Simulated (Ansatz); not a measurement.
The same atomization along the group B, Ga, In.

Gas-phase electronic energies from Ansatz, PBE0-D4/def2-TZVP geometries. CCSD(T)/CBS is the MP2 limit (def2-TZVPP, def2-QZVPP) plus CCSD(T) − MP2 in def2-TZVPP, frozen cores. This one scheme is used for every species, atoms too. For atomizations the MP2-based limit and the directly extrapolated one differ by several kJ/mol either way, and by 10 to 25 for some Ge, Se and Sn compounds, so smaller differences from it don't rank the levels. Functionals use def2-TZVPP. Open shells (•) are unrestricted, without spin–orbit coupling. Spin–orbit coupling would lower the free atoms: a little for B, C, O; clearly for Br, Ga; strongly for In. Elements past krypton have def2 core potentials. For Br, Ga, In outer-core shells are correlated without core-valence functions, so the limit isn't a true one: a few kJ/mol of doubt a bond, and 10 to 20 or more in all where bonds break to atoms. Scalar relativity is left out up to krypton. Each species was taken in one conformer, which may not be the lowest.

```tsv
reaction	CCSD(T)/CBS(def2) (kJ/mol)
`OCBBr` → Br• + C• + 4 H• + B• + O•	2872
`O[CH2][GaH][Br]` → Br• + C• + 4 H• + Ga• + O•	?
`O[CH2][InH][Br]` → Br• + C• + 4 H• + In• + O•	2462
```

**Question.** Fill in the missing values. (An estimate is asked.)

**Answer.** The calculation gave: `O[CH2][GaH][Br]` → Br• + C• + 4 H• + Ga• + O•: +2557.1 kJ/mol.

Largest T1 diagnostic: 0.015, for In•.
